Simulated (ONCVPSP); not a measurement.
# Ga, ONCV: configuration errors across variants

gallium, optimised norm-conserving Vanderbilt (ONCV), made with ONCVPSP 4.0.1 (PBE, scalar-relativistic). Core [Ar] 3d10, reference 4s1 (charge +2). Waves: 4s: rc 1.95 bohr, ncon 5, nbas 8, qcut 2.7 1/bohr, 2 projectors, debl 4 Ha; p scattering state at 0.19 Ha: rc 1.95 bohr, ncon 3, nbas 6, qcut 5.1 1/bohr, 3 projectors, debl 2.9 Ha; d scattering state at 0.16 Ha: rc 1.60 bohr, ncon 3, nbas 8, qcut 5 1/bohr, 2 projectors, debl 1.6 Ha. Local part: polynomial inside 1.50 bohr (lpopt 5, dvloc0 0 Ha). Core correction: Teter function, fcfact 3.25, rcfact 1.15.

In the p channel the program set the typed energies aside and used 0.050, 2.950, 5.850 Ha.

All-electron excitation energies from the reference (eV): (1) 4s2 4p1 -26.817; (2) 4s2 -21.128; (3) 4s2 4p0.5 -24.786; (4) 4s1 4p2 -20.279.

2 further variants failed, have other tests or too few solved ones, and are left out.

A true bound ghost makes a file unfit for plane-wave use even where its test errors are small: the radial tests pick states by their node count and pass the ghost by.

Errors AE − PS in meV (a dash: test not solved or not reliable):

```tsv
change	(1)	(2)	(3)	(4)	bound ghosts	GHOST(+) flags above zero
base	+158	+65	+114	+200	d	s
s: qcut 3.6; p: qcut 6.9; d: qcut 6.7	+162	+69	+119	+201	d	s
s: debl 2.9	+158	+65	+114	+200	d	s
local potential polynomial inside 1.50 bohr (lpopt 5, dvloc0 5 Ha)	+158	+65	+114	+199	none	s
```

Problem. Give the same row for: p: rc 2.4.

Solution. +154, +65, +112, +195; bound ghosts: d; GHOST(+) flags above zero: s.
